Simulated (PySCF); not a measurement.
# Reading the logs of faulty runs: BC2H6O

Calculated results; nothing here was measured. They come from PySCF 2.14.0, an open-source quantum chemistry program, on an isolated molecule that a program drew, which may never have been made. The molecule is BC2H6O (charge 0, doublet), drawn as the SMILES string `C[CH]BO`.

Each row is a Hartree-Fock (HF) and frozen-core CCSD(T) single point in the cc-pVDZ basis, meant for a local HF minimum. Run 1 is clean. Each other run has one planted mistake out of seven kinds, and not every kind appears here: one electron removed, one electron added, multiplicity raised by two, geometry at a saddle point, minimal basis STO-3G, one bond length entered in bohr, all coordinates scaled. The reference is restricted for singlets and unrestricted otherwise, and also for a bond in bohr. Adding or removing an electron swaps singlet and doublet. Electrons count all cores. HOMO and LUMO are orbital energies over both spins, the gradient is its largest component, and the lowest frequency (negative if imaginary) is given only where the gradient is small. Bond lengths are over the 9 bonds as drawn. T1 is the CCSD diagnostic: over 0.02 (restricted) or 0.045 (unrestricted) a single reference is doubtful.

Geometry of the clean run:
```xyz
10
BC2H6O, angstrom
C    -0.6050    0.6669    0.8987
C    -0.7683    1.7441    1.9325
B    -0.0695    3.1191    1.9016
O     0.7669    3.4139    0.8718
H     0.0769    0.9686    0.1041
H    -1.5687    0.4111    0.4448
H    -0.2192   -0.2535    1.3506
H    -1.4377    1.5059    2.7556
H    -0.2550    3.9315    2.7754
H     1.1518    4.2737    0.9304
```

```
run,electrons,basis functions,<S^2>,HOMO (eV),LUMO (eV),gradient (hartree/bohr),lowest frequency (cm^-1),mean bond (Å),longest bond (Å),T1,HF (hartree),CCSD(T) (hartree),mistake
1,31,86,0.759,-9.58,2.24,2.8e-05,114,1.2137,1.543,0.0143,-178.80975,-179.40083,no fault
2,31,86,1.303,-10.17,1.94,3.9e-02,-,1.3220,2.070,0.0387,-178.70207,-179.28869,one bond length entered in bohr
3,30,86,0.000,-18.68,-6.64,8.0e-02,-,1.2137,1.543,0.0229,-178.51295,-179.09238,?
4,31,26,0.763,-8.18,6.05,5.7e-02,-,1.2137,1.543,0.0181,-176.52848,-176.75089,?
```

**Which mistake was planted in run 3, and what did it cost?**

It counts 30 electrons, one fewer than the clean run, at the same geometry and basis. So the mistake is: one electron removed. Subtracting run 1 and multiplying by 627.51 kcal/mol a hartree, the energy moved by 186.2 kcal/mol in HF and 193.6 kcal/mol in CCSD(T).

**Which mistake was planted in run 4, and what did it cost?**

It has 26 basis functions where the clean run has 86, with the same electrons and geometry. So the mistake is: minimal basis STO-3G. Subtracting run 1 and multiplying by 627.51 kcal/mol a hartree, the energy moved by 1431.5 kcal/mol in HF and 1662.9 kcal/mol in CCSD(T).

Cautions from the logs. Run 3: T1 is over the limit, so its CCSD(T) energy is less reliable.
